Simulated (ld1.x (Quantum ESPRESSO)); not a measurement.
Varying the ultrasoft potential for Cu

Base potential:

```json
{
  "Element": "Cu",
  "Generator": "ld1.x (Quantum ESPRESSO) 7.5",
  "Type": "ultrasoft",
  "Functional": "PBE",
  "Relativity": "scalar-relativistic",
  "Frozen core": "[Ar]",
  "Valence charge": "11",
  "Reference configuration": "3d10 4s0 4p0 (charge +1)",
  "Partial waves": "4s (bound, empty): rcut 1.50, rcutus 1.85 bohr; 4s channel at 0.3 Ry: rcut 1.50, rcutus 1.85 bohr; 4p (bound, empty): rcut 1.85, rcutus 2.60 bohr; 4p channel at 2.4 Ry: rcut 1.85, rcutus 2.60 bohr; 3d (bound): rcut 0.90, rcutus 0.95 bohr; 3d channel at 1 Ry: rcut 0.90, rcutus 0.95 bohr; 4f channel at 0.25 Ry: rcut 1.65, rcutus 2.25 bohr; 4f channel at 2.8 Ry: rcut 1.65, rcutus 2.25 bohr",
  "Local potential": "all-electron potential smoothed inside 2.05 bohr (lloc = -2)",
  "Core correction": "Bessel-smoothed model core inside 0.80 bohr",
  "Augmentation charge": "built from norm-conserving waves at rcut, not smoothed further"
}
```

All-electron outer shells of the reference configuration (PBE, scalar-relativistic, ld1.x):

```csv
shell,level (eV),outermost node (bohr),outermost maximum (bohr)
3p,-80.79,0.26,0.62
3d,-13.66,–,0.60
4s,-11.89,0.89,2.13
4p,-6.55,0.97,2.81
```

Cutoffs, loose and tight: the cutoffs (Ry, on a coarse ladder) from which the occupation-weighted sum of valence levels, in a spherical-Bessel basis at the reference potential, stays within 10 and 1 mRy of its value at 400 Ry. They do not see the model core or the augmentation charge, which bear on the density cutoff. Test errors are all-electron minus pseudo excitation energies from the reference, over the configurations 3d10 4s1 4p0; 3d9 4s0 4p0; 3d8 4s0 4p0; 3d7 4s0 4p0; 3d9 4s2 4p0; 3d10 4s0 4p1; 3d9 4s1 4p1. A dash means not determined; rows that change the core or the reference have their own tests.

A true bound ghost makes a file unfit for plane-wave use even where its test errors are small: the radial tests pick states by their node count and pass the ghost by.

```csv
change,outcome,"cutoff, loose","cutoff, tight",bound ghosts,largest test error (meV)
base,generated,160 Ry,260 Ry,none,-1913
"waves 4f channel at 0.25 Ry: rcut 1.65, rcutus 2.52 bohr; 4f channel at 2.8 Ry: rcut 1.65, rcutus 2.52 bohr",generated,160 Ry,260 Ry,none,-1913
"all radii but the core radius scaled by about 1.08 (s 2.00, p 2.80, d 1.02, f 2.42 bohr, rcut 1.62/2.00/0.98/1.78); local potential all-electron potential smoothed inside 2.20 bohr (lloc = -2)",generated,140 Ry,230 Ry,none,-1906
reference 3d10 4s1 4p0,generated,160 Ry,260 Ry,none,-1664
"waves 3d (bound): rcut 0.64, rcutus 0.68 bohr; 3d channel at 1 Ry: rcut 0.64, rcutus 0.68 bohr",generated,300 Ry,over 300 Ry,none,-1930
core correction Bessel-smoothed model core inside 0.68 bohr,generated,160 Ry,260 Ry,none,-1911
functional LDA (PZ),generated,160 Ry,260 Ry,none,-1886
"waves 4p (bound): rcut 1.85, rcutus 2.38 bohr; 4p channel at 2.4 Ry: rcut 1.85, rcutus 2.38 bohr",generated,160 Ry,260 Ry,none,-1913
```

**Question.** What comes out with this change to the base: local potential all-electron potential smoothed inside 0.85 bohr (lloc = -2)?

**Answer.** outcome: generated; cutoff, loose: 160 Ry; cutoff, tight: 260 Ry; bound ghosts: s; largest test error (meV): -1836.
